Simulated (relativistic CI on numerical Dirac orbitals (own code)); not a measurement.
Os⁴⁶⁺: sensitivity of the levels to the model

Base calculation: Dirac-Coulomb-Breit CI, orbitals from a KLI potential per configuration, model QED (radiative potential, 1s self-energy scaled to tabulated hydrogen-like ionisation energies), unscaled Slater integrals.

Configurations in the expansion (outside the closed core [Ar]): 3d¹⁰4s², 3d¹⁰4s4p, 3d¹⁰4p², 3d¹⁰4s4d, 3d¹⁰4s4f, 3d¹⁰4d², 3d¹⁰4p4d, 3d¹⁰4f², 3d¹⁰4p4f, 3d¹⁰4d4f, 3d¹⁰4s5s, 3d¹⁰4s5p, 3d¹⁰4s5d, 3d¹⁰4s5f, 3d¹⁰4s5g, 3d¹⁰4s6s, 3d¹⁰4s6p, 3d¹⁰4s6d, 3d¹⁰4s6f, 3d¹⁰4s7s, 3d⁹4s²4p, 3d⁹4s²4d, 3d⁹4s²4f, 3d⁹4s²5s, 3d⁹4s²5p, 3d⁹4s²5d. Double excitations out of closed p, d and f shells are left out; levels of such configurations are missing from the list, as are those of other unlisted configurations, and high levels can miss mixing partners. These lack a partner that the ground configuration has and come out too high: 3d⁹4s²4p, 3d⁹4s²4d, 3d⁹4s²4f, 3d⁹4s²5s, 3d⁹4s²5p.

Variants: (1) P86 correlation estimate; (2) QED terms removed; (3) Breit term removed. Shifts of the energy above 3d¹⁰4s² ¹S0, in eV, for the lowest level and the first level of each name with at least 55 % of one term (blank where a level changes its place among those of its configuration and J or its character, or is not in the variant):

| Level | Base | Δ(1) | Δ(2) | Δ(3) |
| --- | --- | --- | --- | --- |
| 3d¹⁰4s² ¹S0 | 0.000 | 0.000 | 0.000 | 0.000 |
| 3d¹⁰4s4p ³P°0 | 90.485 | +0.080 | +1.449 | -1.285 |
| 3d¹⁰4s4p ³P°1 | 98.033 | +0.080 | +1.450 | -1.228 |
| 3d¹⁰4s4p ³P°2 | 205.673 | +0.080 | +1.337 | -0.028 |
| 3d¹⁰4p² ³P0 | 207.867 | +0.155 | +2.929 | -2.506 |
| 3d¹⁰4s4p ¹P°1 | 224.053 | +0.081 | +1.346 | -0.050 |
| 3d¹⁰4p² ³P1 | 316.258 | +0.156 | +2.827 | -1.275 |
| 3d¹⁰4p² ¹D2 | 317.577 | +0.157 | +2.771 | -1.137 |
| 3d¹⁰4s4d ³D1 | 371.852 | +0.181 | +1.614 | +0.500 |
| 3d¹⁰4s4d ³D2 | 375.725 | +0.181 | +1.641 | +0.540 |
| 3d¹⁰4s4d ³D3 | 396.088 | +0.182 | +1.552 | +1.092 |
| 3d¹⁰4s4d ¹D2 | 403.106 | +0.179 | +1.702 | +0.881 |
| 3d¹⁰4p² ¹S0 | 444.008 | +0.156 | +2.712 | -0.076 |
| 3d¹⁰4p4d ³F°2 | 467.179 | +0.259 | +3.099 | -0.677 |
| 3d¹⁰4p4d ³F°3 | 501.496 | +0.267 | +3.015 | -0.058 |
| 3d¹⁰4s4f ³F°2 | 570.090 | +0.813 | +1.633 | +1.376 |
| 3d¹⁰4s4f ³F°4 | 574.769 | +0.802 | +1.632 | +1.777 |
| 3d¹⁰4p4d ³P°0 | 593.615 | +0.257 | +2.991 | +0.450 |
| 3d¹⁰4p4d ³P°1 | 594.950 | +0.257 | +2.991 | +0.529 |
| 3d¹⁰4p4d ³F°4 | 608.291 | +0.285 | +2.866 | +1.159 |
| 3d¹⁰4p4d ¹P°1 | 629.962 | +0.259 | +2.927 | +1.005 |
| 3d¹⁰4p4f ³G3 | 670.910 | +0.914 | +3.085 | +0.250 |

At this charge energies of transitions that change n are usually good to better than 1 %, and those within a shell (Δn = 0) to a few per cent.

Ionisation energy from the two ground configurations alone: base 2552.02 eV; P86 correlation estimate 2552.8 eV; QED terms removed 2553.58 eV; Breit term removed 2554.11 eV. The NIST ASD value (theoretical) is 2552 eV.

LS names give the leading component of a level, which can be under half, so a name can repeat, a term be missing and a line seem to break the LS rules.
